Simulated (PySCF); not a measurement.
# How good is the calculation?

Mapped SMILES: `[O:1]=[S:2](=[O:3])([F:4])[c:5]1[cH:6][cH:7][cH:8][cH:9][cH:10]1`. Each H is labelled by its parent atom.

Published estimates (parent shift plus substituent increments) and measurements: δ 13C C8 136.0; C7/C9 130.0; C6/C10 128.5 ppm (estimated from measurements, as parent shift plus tabulated substituent increment; solution, not stated per compound (mostly CDCl3 or CCl4); Pretsch, Buehlmann, Badertscher, Structure Determination of Organic Compounds, 4th ed. (2009)).

One conformer, non-relativistic, in vacuum, equivalent nuclei averaged. GIAO PBE0/pcSseg-1 shieldings; geometry: GFN2-xTB; PySCF.

Question: What does the calculation give, and how does it compare?

Answer: 
Reference values: estimated from measurements, as parent shift plus tabulated substituent increment (solution, not stated per compound (mostly CDCl3 or CCl4); Pretsch, Buehlmann, Badertscher, Structure Determination of Organic Compounds, 4th ed. (2009)).
```json
{"atoms": "C8", "quantity": "δ 13C", "reference": "136.0", "computed": "141.4", "computed, scaled": "135.6"}
{"atoms": "C7/C9", "quantity": "δ 13C", "reference": "130.0", "computed": "135.2", "computed, scaled": "129.5"}
{"atoms": "C6/C10", "quantity": "δ 13C", "reference": "128.5", "computed": "133.1", "computed, scaled": "127.5"}
```

Computed shifts are σ(ref) − σ with the named reference compound (TMS for H and C) calculated as an isolated molecule at the same level. The measured values may be among those fitted. Scaled to experiment by linear calibration (H and C: mostly CDCl3 data, vs TMS): 13C (scatter 2.1 ppm rms, 2.3 ppm with the 13 outliers that the fit left out). Occasional misses reach two or three times the rms, and more in compound classes unlike the fitted ones.

Question: How far are the unscaled 13C shifts from the references?

Answer: Mean signed difference +5.07 ppm, mean absolute 5.07 ppm over 3 comparisons; the largest is +5.4 ppm at C8 (aromatic CH).
